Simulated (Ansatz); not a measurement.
Coupled-cluster diagnostics for (H3Ge)2CH2 (CH₈Ge₂), Ansatz.

Geometry of the singlet (r2SCAN-D4/def2-SVP):

| atom | x (Å) | y (Å) | z (Å) |
| --- | --- | --- | --- |
| Ge1 | -1.4841 | -0.7242 | 0.2040 |
| H2 | -2.3458 | -1.0973 | 1.4225 |
| H3 | -1.1641 | -2.0018 | -0.5895 |
| H4 | -2.2831 | 0.2309 | -0.6978 |
| C5 | 0.1770 | 0.1375 | 0.7794 |
| Ge6 | 1.3748 | 0.6392 | -0.6857 |
| H7 | 1.7909 | -0.6141 | -1.4730 |
| H8 | 0.6575 | 1.6076 | -1.6406 |
| H9 | 2.6374 | 1.3251 | -0.1363 |
| H10 | 0.7143 | -0.5445 | 1.4590 |
| H11 | -0.0747 | 1.0416 | 1.3582 |

Correlated methods freeze 19 core orbitals; core or outer-core shells of Ge are correlated, in sets that lack core-valence functions.

(1) Estimate the CCSD(T) correlation energy, the shares of MP2 and (T), T1 and the reference's ⟨S²⟩ for: charge 0, singlet, own geometry in def2-TZVP; and the rough time on 4 threads of Arm Neoverse V1 on a shared host.

Answers

(1) 
```
                          state      basis  correlation (eV)  MP2 share (%)  (T) share (%)     T1  ⟨S²⟩ (pure)  wall time
charge 0, singlet, own geometry  def2-TZVP           -20.546           91.3            3.4  0.012  0.00 (0.00)       47 s
```
Customary marks for T1 are 0.02 (closed shells), 0.045 (open shells) and about 0.05 (3d metals). T1 stays under 0.02 throughout.
